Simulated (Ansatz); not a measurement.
Isolated molecules relaxed with PBE0-D4/def2-TZVP in Ansatz; ΔE leaves out vibrations. CCSD(T)/CBS adds triple-zeta CCSD(T) − MP2 to the extrapolated MP2 energy (def2 sets, frozen cores). This one scheme is used for every species. DFT in def2-TZVPP. For Se outer-core shells are correlated without core-valence functions, which leaves a few kJ/mol of doubt a bond. Scalar relativity is left out up to krypton. Each species was taken in one conformer, which may not be the lowest.

Reaction (ligand exchange at the Se–Si bond): `O[Si](O)(O)[SeH]` + PH₃ → `P[SeH]` + `O[SiH](O)O`

`O[Si](O)(O)[SeH]`:

Z-matrix (Å, degrees):
```
Si
O 1 1.628
O 1 1.631 2 107.6
O 1 1.636 2 115.8 3 -117.2
Se 1 2.268 2 102.0 3 123.2
H 2 0.959 1 116.6 3 25.9
H 3 0.959 1 116.8 2 -152.9
H 4 0.959 1 116.5 2 -72.9
H 5 1.469 1 92.2 2 170.8
```

PH₃:

Z-matrix (Å, degrees):
```
P
H 1 1.420
H 1 1.420 2 93.1
H 1 1.420 2 93.1 3 93.3
```

`P[SeH]`:

Z-matrix (Å, degrees):
```
P
Se 1 2.263
H 1 1.419 2 96.7
H 1 1.419 2 96.7 3 -93.8
H 2 1.468 1 92.8 3 -133.1
```

`O[SiH](O)O`:

Cartesian coordinates in Å:
```
O -0.039 1.625 0.224
Si -0.224 0.076 -0.248
O -0.392 -0.994 0.985
O 1.120 -0.402 -1.043
H 0.798 1.871 0.620
H -1.435 0.090 -1.093
H -1.184 -0.939 1.521
H 1.356 -1.328 -0.966
```

```json
{"level": "LDA (SPW92)", "ΔE (kcal/mol)": "12.4", "difference from CCSD(T)/CBS": "0.7"}
{"level": "B97M-V", "ΔE (kcal/mol)": "12.3", "difference from CCSD(T)/CBS": "0.6"}
{"level": "PBE0-D4", "ΔE (kcal/mol)": "11.8", "difference from CCSD(T)/CBS": "0.1"}
{"level": "r2SCANh-D4", "ΔE (kcal/mol)": "12.1", "difference from CCSD(T)/CBS": "0.4"}
{"level": "revPBE", "ΔE (kcal/mol)": "9.7", "difference from CCSD(T)/CBS": "-2.0"}
{"level": "BLYP", "ΔE (kcal/mol)": "8.9", "difference from CCSD(T)/CBS": "-2.8"}
{"level": "RPA@PBE/def2-TZVPP", "ΔE (kcal/mol)": "11.2", "difference from CCSD(T)/CBS": "-0.5"}
{"level": "MP2/def2-SVP", "ΔE (kcal/mol)": "13.7", "difference from CCSD(T)/CBS": "2.0"}
{"level": "CCSD(T)/def2-SVP", "ΔE (kcal/mol)": "13.1", "difference from CCSD(T)/CBS": "1.4"}
{"level": "CCSD/CBS(def2)", "ΔE (kcal/mol)": "11.5", "difference from CCSD(T)/CBS": "-0.2"}
{"level": "CCSD(T)/CBS", "ΔE (kcal/mol)": "11.7", "difference from CCSD(T)/CBS": "0"}
```

Largest T1 diagnostic among the species: 0.013.

The D4 term adds +1.5 kcal/mol with B3LYP and +0.9 kcal/mol with PBE0; it sums over pairs of atoms, weighted by their polarisabilities, and B3LYP, whose exchange is more repulsive, gets the larger term. In def2-TZVPP, CCSD(T) changes the Hartree–Fock value by +1.8 kcal/mol (the triples alone add +0.2 kcal/mol) and MP2 by +1.9 kcal/mol.

B3LYP here is the variant with VWN-RPA as its local correlation; programs differ in this.
